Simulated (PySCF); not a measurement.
# Working out the ionisation energy of Ir

Ir [Xe] 4f14 5d7 6s2 (4F) → Ir⁺ [Xe] 4f14 5d7 6s1 (5F). All numbers are calculated (PySCF 2.14, scalar relativity by spin-free X2C-1e, in x2c-TZVPPall with one added diffuse shell each of s, p, d, f type (12s8p8d4f1g, 113 functions)). Frozen: [Kr] 4d10 4f14. Energies in hartree (1 hartree = 27.21139 eV):

| part | Ir (lower) | Ir⁺ (upper) |
| --- | --- | --- |
| UHF | -17823.952054 | -17823.692567 |
| MP2 opposite-spin | -0.315797 | -0.263300 |
| MP2 same-spin | -0.155372 | -0.142045 |

**Question.** What does Hartree-Fock give?

**Answer.** (-17823.692567) − (-17823.952054) = 0.259487 hartree = 7.061 eV.

**Question.** What do MP2 and SCS-MP2 (6/5 opposite-spin, 1/3 same-spin) give?

**Answer.** The opposite-spin parts differ by 1.429 eV and the same-spin parts by 0.363 eV. MP2: 7.061 + (1.429) + (0.363) = 8.853 eV. SCS-MP2: 7.061 + 1.2 × (1.429) + (0.363)/3 = 8.897 eV.

Measured between the centres of the two terms (NIST): 8.926 eV, so MP2 (valence and next inner shell) is off by -0.073 eV.

What remains against the reference includes basis incompleteness, the frozen core and correlation beyond second order.
